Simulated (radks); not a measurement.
Question: Valence configurations of Mn I (all share [Ar]). All-electron calculation, Dirac Kohn-Sham, PBE, spin-unpolarised, spherical densities, finite nucleus; open shells fill j = l - 1/2 first; Fermi nuclear charge, rms radius 3.7057 fm. Program: a radial shooting solver on a logarithmic mesh with Libxc functionals. Order these by energy: 3d5.5 4s1.5; 3d5 4s1 4p1; 3d7; 3d4 4s2 4p1; 3d5.5 4s1 4p0.5; 3d3.5 4s2 4p1.5; 3d6 4s1; 3d4.5 4s1 4p1.5; 3d5 4s2; 3d6 4p1.

Answer: From the lowest, in eV above it: 3d5.5 4s1.5 0.000; 3d6 4s1 0.157; 3d5 4s2 0.445; 3d7 1.720; 3d5.5 4s1 4p0.5 1.744; 3d6 4p1 3.462; 3d5 4s1 4p1 4.269; 3d4.5 4s1 4p1.5 7.883; 3d4 4s2 4p1 8.118; 3d3.5 4s2 4p1.5 13.992. NIST lists [Ar] 3d5 4s2 as the ground configuration; this level of theory puts 3d5.5 4s1.5 lower, by 0.445 eV. The energies are those of spherical spin-averaged densities, not of single terms.
